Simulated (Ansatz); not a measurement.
ethylmethylamine (SMILES CCNC) moved off its minimum; all values from Ansatz (a quantum-chemistry and plane-wave program), cores frozen in correlated methods.
(charge 0, multiplicity 1)
```xyz
13

C     -1.8454    -0.1708     0.2867
C     -0.3956    -0.5809    -0.2144
N      0.5038     0.6056     0.1726
C      1.8545     0.1892    -0.0438
H     -2.0072     0.6398    -0.4581
H     -2.5489    -0.7154     0.0069
H     -1.9580     0.1108     1.2274
H     -0.0970    -1.5465     0.4111
H     -0.5751    -0.7871    -1.1351
H      0.4499     0.9357     1.2018
H      2.4920     1.1064     0.1105
H      1.9281    -0.0439    -1.0929
H      2.0473    -0.8230     0.1210
```

Forces at MP2/cc-pVTZ (eV/Å):

```tsv
atom	Fx	Fy	Fz
C1	6.899	4.365	-4.076
C2	-0.419	1.056	10.897
N3	-1.360	-0.919	0.692
C4	0.173	2.514	-2.388
H5	-0.070	0.475	1.203
H6	-5.896	-5.944	-2.073
H7	-0.092	1.416	4.132
H8	-0.183	1.716	-1.575
H9	0.252	-0.890	-6.339
H10	-0.692	-1.399	-2.217
H11	0.132	-1.877	0.430
H12	0.032	1.067	-1.392
H13	1.224	-1.581	2.706
```

### Question
Give the forces (eV/Å), the total energy and the dipole at CCSD(T)/cc-pVTZ.

### Answer

```tsv
atom	Fx	Fy	Fz
C1	6.836	4.285	-3.996
C2	-0.451	1.024	10.780
N3	-1.360	-0.762	0.668
C4	0.233	2.474	-2.333
H5	-0.105	0.594	1.098
H6	-5.941	-5.970	-2.080
H7	-0.108	1.440	4.207
H8	-0.141	1.592	-1.506
H9	0.250	-0.913	-6.375
H10	-0.699	-1.380	-2.126
H11	0.199	-1.770	0.450
H12	0.050	1.041	-1.511
H13	1.237	-1.656	2.724
```
Energy -174.0634 hartree, dipole 0.84 D.
